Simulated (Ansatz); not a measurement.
Geometry optimisation, Ansatz, RKS BLYP-D4/def2-SVP.

input.yaml

```yaml
crystal:
  periodic: [false, false, false]
  atoms:
    - { symbol: Ge, position_ang: [0.491482, -0.196947, -0.389004] }
    - { symbol: O, position_ang: [-0.652228, -0.236068, 2.349508] }
    - { symbol: H, position_ang: [-1.247573, -1.014575, 2.308015] }
    - { symbol: Cl, position_ang: [1.676472, -0.325712, -2.203586] }
    - { symbol: Cl, position_ang: [-0.065224, 1.863565, -0.109124] }
    - { symbol: Cl, position_ang: [-1.175568, -1.568528, -0.613346] }
    - { symbol: F, position_ang: [1.549309, -0.768869, 0.839147] }
    - { symbol: H, position_ang: [0.23693, -0.647466, 2.501689] }
basis:
  gaussian: { orbitals: def2-SVP }
hamiltonian:
  xc: blyp
  dispersion: d4
relax:
  f_tol: 0.03
  max_steps: 50
```

Launched with:

```bash
$ ansatz run input.yaml --threads 4 --pin off --max-ram 5120MiB --backend cpu --events-out ev --progress --plain --runs-dir out
```

Task: Where does it end, and by what steps?

Result: It converged. After 8 steps the energy has fallen by 0.045 eV; H3 moved furthest, 0.22 Å.

| step | energy less start (eV) | largest force component (eV/Å) | accepted |
| --- | --- | --- | --- |
| 0 | 0.0000 | 0.789 | yes |
| 1 | -0.0239 | 0.580 | yes |
| 2 | -0.0228 | 0.852 | no |
| 3 | -0.0352 | 0.609 | yes |
| 4 | -0.0393 | 0.506 | yes |
| 5 | -0.0436 | 0.106 | yes |
| 6 | -0.0447 | 0.083 | yes |
| 7 | -0.0449 | 0.061 | yes |
| 8 | -0.0450 | 0.012 | yes |

```xyz
8
Properties=species:S:1:pos:R:3
Ge 0.452 -0.202 -0.279
O -0.612 -0.237 2.169
H -1.186 -1.028 2.101
Cl 1.571 -0.339 -2.144
Cl -0.054 1.884 -0.056
Cl -1.211 -1.589 -0.547
F 1.639 -0.794 0.883
H 0.216 -0.589 2.557
```

Whether the end is a true minimum wasn't checked by a vibrational analysis.

The run took 6.2 s on 4 threads of AMD EPYC 9R45 96-Core Processor (Zen 5), on a shared host, peak memory 0.21 GiB.
